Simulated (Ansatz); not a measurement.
A nudged elastic band was laid between two geometries of CH$_{6}$OSn (9 atoms, charge 0, multiplicity 1).

The calculation used RKS B3LYP/def2-SVP in Ansatz.

```yaml
movable_images: 7
climbing_image: yes
spring: 5.0 eV/Å²
optimiser: quadratic models (default)
start_path: through a guess of the saddle point
force_threshold: 0.05 eV/Å
iteration_limit: 60
end_points: relaxed
```

Initial state:

```xyz
9
Properties=species:S:1:pos:R:3
Sn 0.479 -0.077 -0.053
C 0.976 0.018 2.055
H 0.072 -0.114 2.667
H 1.694 -0.779 2.302
H 1.428 0.994 2.281
H 1.851 0.151 -1.061
O -0.676 1.489 -0.548
H -1.580 1.399 -0.217
H -0.370 -1.533 -0.438
```

Final state:

```xyz
9
Properties=species:S:1:pos:R:3
Sn -0.828 -0.133 -2.164
C 1.740 0.199 2.184
H 1.440 -0.806 2.515
H 1.608 0.908 3.014
H 1.124 0.511 1.328
H 2.799 0.181 1.888
O -0.550 0.950 -0.480
H -1.191 0.760 0.220
H -2.268 -1.023 -1.515
```

(1) Which bonds break or form, and what moves?

(2) Give the energies along the band, and the barrier.

(3) What is the geometry of the highest image?

The band took 38 iterations and about 17 core-minutes.

## Answers

(1) Bonds broken: Sn1–C2, Sn1–H6. Bonds formed: C2–H6. CH6OSn becomes CH4 + H2OSn.

(2) The run converged. The highest image is number 4 of 0 to 8, 2.43 eV above the first end and 2.91 eV above the last; the last end lies 0.48 eV below the first. Beside the main top the profile has a ripple of under 15 meV (maxima at images 2, 4), which may be a very shallow well or noise. A structure lower than the first end lies on the path between it and the top, so the climb from that side starts below the end, which may itself be a saddle point or a shallow side well. Neighbouring images differ by up to 2.8 eV, so the band resolves the path poorly. A vibrational analysis at the climbing image gives 2 clearly imaginary modes (1076i, 87i cm⁻¹): a point of higher order, so a lower path passes nearby. The orbitals stay closed-shell, which can raise the energy where a bond breaks towards radicals; this wasn't checked here.

| image | path coordinate (Å) | energy (eV) | Sn1–C2 (Å) | Sn1–H6 (Å) | C2–H6 (Å) |
| --- | --- | --- | --- | --- | --- |
| 0 | 0.00 | 0.00 | 2.17 | 1.72 | 3.24 |
| 1 | 1.44 | -0.01 | 2.16 | 1.73 | 3.25 |
| 2 | 2.88 | 0.01 | 2.17 | 1.72 | 3.25 |
| 3 | 4.32 | 0.00 | 2.16 | 1.71 | 3.20 |
| 4 | 5.77 | 2.43 | 2.52 | 1.71 | 1.91 |
| 5 | 7.20 | -0.39 | 3.47 | 2.77 | 1.10 |
| 6 | 8.63 | -0.44 | 3.80 | 3.41 | 1.10 |
| 7 | 10.07 | -0.47 | 4.62 | 4.63 | 1.10 |
| 8 | 11.49 | -0.48 | 5.06 | 5.45 | 1.10 |

(3) 
```xyz
9
Properties=species:S:1:pos:R:3:forces:R:3
Sn 0.206 -0.345 -0.552 -0.01 0.02 0.01
C 0.989 -0.028 1.821 0.01 -0.01 0.00
H 1.455 -0.904 2.292 0.00 0.01 0.00
H 1.649 0.848 1.837 0.01 -0.01 0.01
H 0.019 0.193 2.286 -0.01 0.01 0.01
H 1.740 -0.585 0.156 0.01 0.00 -0.02
O -0.231 1.602 -0.825 -0.01 -0.02 0.01
H -0.778 1.935 -0.099 0.01 0.00 -0.01
H -1.175 -1.168 0.073 0.00 0.00 0.00
```

The run took 9.4 min on 2 threads of Arm Neoverse V1, with other jobs on the host, peak memory 0.18 GiB.
